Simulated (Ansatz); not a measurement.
Relaxation of Ag4H4⁺ with UKS r2SCAN-D4/def2-SVP.

```sh
$ ansatz run in.yaml --threads 4 --pin off --events-out ev --progress --plain --max-ram 4787MiB
```

```yaml
crystal:
  periodic: [false, false, false]
  atoms:
    - {symbol: Ag, position_ang: [-0.187300, 0.924450, 0.252980]}
    - {symbol: Ag, position_ang: [0.457680, -1.681560, -0.628860]}
    - {symbol: Ag, position_ang: [-0.585300, 3.449870, 1.148220]}
    - {symbol: Ag, position_ang: [0.305250, -4.596230, -1.077650]}
    - {symbol: H, position_ang: [-0.417560, -3.165250, -1.064460]}
    - {symbol: H, position_ang: [0.941550, 3.599600, 0.985440]}
    - {symbol: H, position_ang: [-1.602430, 1.603480, 0.658120]}
    - {symbol: H, position_ang: [1.088100, -0.134360, -0.273780]}
basis:
  gaussian: {orbitals: def2-SVP}
total_charge: 1
magnetization: {spin_polarized: true, initial_magnetization: 1}
hamiltonian: {xc: r2scan, dispersion: d4}
scf: {lower_state_search: "off"}
output: {orbitals: {seedname: orbitals}}
relax: {f_tol: 0.02, max_steps: 100}
```

Run time 85 s (4 threads of Intel Xeon on a shared host).

Positions (Å) and forces (eV/Å) at steps 1, 2, 3, 4, 5, 6, 7, 10 of 10:

```xyz
8
step=1 energy=-16059.0415 eV
Ag   -0.187    0.924    0.253    0.291   -0.281   -0.126
Ag    0.458   -1.682   -0.629   -0.140   -0.381   -0.059
Ag   -0.585    3.450    1.148   -1.381   -0.573   -0.007
Ag    0.305   -4.596   -1.078    0.433   -0.485    0.041
H    -0.418   -3.165   -1.064   -0.383    0.795    0.004
H     0.942    3.600    0.985    1.008    0.001   -0.139
H    -1.602    1.603    0.658   -0.150    0.905    0.323
H     1.088   -0.134   -0.274    0.322    0.019   -0.038
8
step=2 energy=-16059.3418 eV
Ag   -0.168    0.902    0.246    0.388   -0.544   -0.224
Ag    0.458   -1.708   -0.628   -0.063   -0.130   -0.013
Ag   -0.680    3.360    1.129   -0.704    0.096    0.124
Ag    0.337   -4.571   -1.064    0.222   -0.101    0.042
H    -0.463   -3.129   -1.071   -0.218    0.270   -0.024
H     0.903    3.529    0.966    0.480   -0.049   -0.082
H    -1.522    1.774    0.707   -0.133    0.401    0.150
H     1.136   -0.158   -0.284    0.027    0.056    0.027
8
step=3 energy=-16059.4298 eV
Ag   -0.109    0.849    0.232    0.026    0.126    0.044
Ag    0.420   -1.728   -0.633   -0.043    0.006   -0.011
Ag   -0.779    3.373    1.142    0.199    0.344    0.083
Ag    0.432   -4.471   -1.025   -0.015    0.062    0.004
H    -0.562   -3.090   -1.094    0.014   -0.119   -0.020
H     0.879    3.402    0.923   -0.066   -0.068   -0.012
H    -1.453    1.868    0.731   -0.181   -0.332   -0.086
H     1.172   -0.202   -0.276    0.064   -0.018   -0.003
8
step=4 energy=-16059.4654 eV
Ag   -0.065    0.909    0.256    0.055    0.091    0.025
Ag    0.369   -1.692   -0.631   -0.002    0.034    0.003
Ag   -0.784    3.411    1.149    0.145   -0.017   -0.030
Ag    0.470   -4.433   -1.011   -0.011    0.051    0.003
H    -0.571   -3.091   -1.108    0.027   -0.037   -0.002
H     0.868    3.231    0.864   -0.118   -0.077   -0.005
H    -1.481    1.858    0.736   -0.026   -0.057   -0.012
H     1.193   -0.194   -0.257   -0.070    0.011    0.017
8
step=5 energy=-16059.5011 eV
Ag   -0.023    0.971    0.276    0.057    0.073    0.018
Ag    0.339   -1.651   -0.625   -0.018   -0.003    0.004
Ag   -0.774    3.421    1.142    0.025    0.012   -0.003
Ag    0.498   -4.389   -0.997    0.012    0.019    0.005
H    -0.568   -3.075   -1.112    0.004    0.020    0.002
H     0.842    3.042    0.810   -0.048   -0.143   -0.037
H    -1.495    1.855    0.743   -0.046    0.007    0.009
H     1.181   -0.173   -0.238    0.014    0.016    0.003
8
step=6 energy=-16059.5427 eV
Ag   -0.001    1.008    0.288    0.074    0.092    0.020
Ag    0.328   -1.617   -0.617   -0.011   -0.006    0.004
Ag   -0.766    3.436    1.141    0.007    0.014    0.002
Ag    0.516   -4.349   -0.986    0.008    0.011    0.002
H    -0.567   -3.047   -1.109    0.005    0.023    0.004
H     0.806    2.852    0.757   -0.011   -0.151   -0.044
H    -1.508    1.868    0.753   -0.067   -0.012    0.005
H     1.192   -0.150   -0.228   -0.004    0.028    0.008
8
step=7 energy=-16059.5598 eV
Ag   -0.010    1.021    0.297   -0.067   -0.048   -0.004
Ag    0.328   -1.580   -0.605   -0.006   -0.036   -0.014
Ag   -0.730    3.436    1.127   -0.070    0.073    0.035
Ag    0.537   -4.299   -0.974    0.003   -0.017   -0.004
H    -0.561   -3.008   -1.101    0.001   -0.002    0.000
H     0.786    2.665    0.708    0.117    0.037   -0.005
H    -1.541    1.879    0.764   -0.017   -0.004   -0.003
H     1.192   -0.114   -0.216    0.038   -0.003   -0.006
8
step=10 energy=-16059.5632 eV
Ag   -0.075    1.016    0.298   -0.002    0.002    0.002
Ag    0.311   -1.598   -0.605    0.000   -0.001    0.000
Ag   -0.684    3.466    1.139   -0.004    0.000    0.000
Ag    0.588   -4.314   -0.994    0.002    0.001   -0.001
H    -0.539   -3.048   -1.105    0.000   -0.001    0.000
H     0.816    2.651    0.706    0.002   -0.002    0.000
H    -1.558    1.939    0.767    0.002    0.005    0.001
H     1.141   -0.112   -0.207    0.000   -0.004   -0.002
```

In the def2 sets Ag takes a core potential; there is no spin–orbit coupling. Another isomer (doublet) lies 0.26 eV lower at PBE0-D4/def2-TZVP; other spin states weren't run for this one.
